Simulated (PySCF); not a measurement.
PySCF input for 1-fluorosilolane (C4H9FSi), SMILES F[SiH]1CCCC1, SMD-ωB97X/6-31G*. Geometry optimised at B3LYP-D3(BJ)/def2-SVP. Other conformers were not sampled.

```python
import numpy as np
from pyscf import gto, scf, dft
from pyscf.solvent import smd

mol = gto.M(
    atom='''
    F    -0.63493617    1.89102607   -0.87343558
    Si   -0.28155528    0.87975958    0.36674813
    C     1.43842458    0.13087247    0.17571459
    C     1.14474979   -1.26250688   -0.42829513
    C    -0.13074947   -1.82309308    0.23149079
    C    -1.23731684   -0.74061069    0.19141102
    H    -0.51303014    1.66374695    1.61030168
    H     1.89692081    0.02513472    1.17555414
    H     2.12962055    0.73215322   -0.43453391
    H     1.99455913   -1.95424567   -0.30829728
    H     0.97297786   -1.16075300   -1.51483115
    H     0.09517825   -2.07617692    1.28294991
    H    -0.45392698   -2.75933828   -0.25205998
    H    -1.73161631   -0.72843810   -0.79633906
    H    -2.02513196   -0.90592237    0.94177420
    ''',
    basis='6-31G*',
    charge=0,
    spin=0,
    max_memory=1600,
    verbose=3,
)
mf = dft.RKS(mol, xc='wb97x').density_fit(auxbasis='def2-universal-jkfit')
mf.grids.level = 3
mf.conv_tol = 1e-9
mf.max_cycle = 100
mf.kernel()
res = {}
for name in ['water', 'chlorobenzene', 'ethylethanoate']:
    s = mf.SMD()
    s.with_solvent.solvent, s.with_solvent.sasa_ng = name, 194
    s.kernel(mf.make_rdm1())
    res[name] = (s.e_tot, s.with_solvent.get_cds(), s.dip_moment(), s.mo_energy, s.converged)
    print(f'SMD {name}: dG(solv) = {(s.e_tot - mf.e_tot) * 627.509474:.3f} kcal/mol, of which CDS {res[name][1] * 627.509474:.3f}')
```

It prints:

```
converged SCF energy = -547.166412392038
converged SCF energy = -547.165661082622
Dipole moment(X, Y, Z, Debye):  0.61977, -1.86864,  1.13624
SMD water: dG(solv) = 0.471 kcal/mol, of which CDS 3.197
converged SCF energy = -547.17280780384
Dipole moment(X, Y, Z, Debye):  0.59365, -1.79128,  1.06518
SMD chlorobenzene: dG(solv) = -4.013 kcal/mol, of which CDS -1.907
converged SCF energy = -547.172295552603
Dipole moment(X, Y, Z, Debye):  0.59491, -1.79506,  1.06828
SMD ethylethanoate: dG(solv) = -3.692 kcal/mol, of which CDS -1.555
```

The run converged.

Cost: about 90 core-seconds (a rough figure).
